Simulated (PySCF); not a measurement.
Computed shifts of a molecule C2H9FSi2, PBE0/pcSseg-1 in PySCF, GIAO, gas phase, atoms alike by connectivity averaged where their shifts nearly agree, in ppm (number of nuclei): ¹³C: 13.5 (1), 4.9 (1). ²⁹Si: 11.0 (1), -66.7 (1). ¹⁹F: -228.1 (1). ¹H: 5.39 (1), 5.21 (1), 4.10 (3), 1.63 (3), 0.86 (1). References: ¹³C against TMS (σ = 186.3 ppm); ²⁹Si against TMS (σ = 352.7 ppm); ¹⁹F against CFCl3 (σ = 167.2 ppm); ¹H against TMS (σ = 31.56 ppm), references at their B3LYP-D3(BJ)/def2-TZVP geometries, non-relativistic. The structure is a stationary point at PBE0-D3(BJ)/def2-SVP. Other conformers were not sampled.

Identify the compound among the candidates.
(A) CC[Si@H](F)[SiH3]
(B) C[Si@@H](F)C[SiH3]
(C) C[C@H]([SiH3])[SiH2]F
(D) FC[SiH2]C[SiH3]

C, C[C@H]([SiH3])[SiH2]F
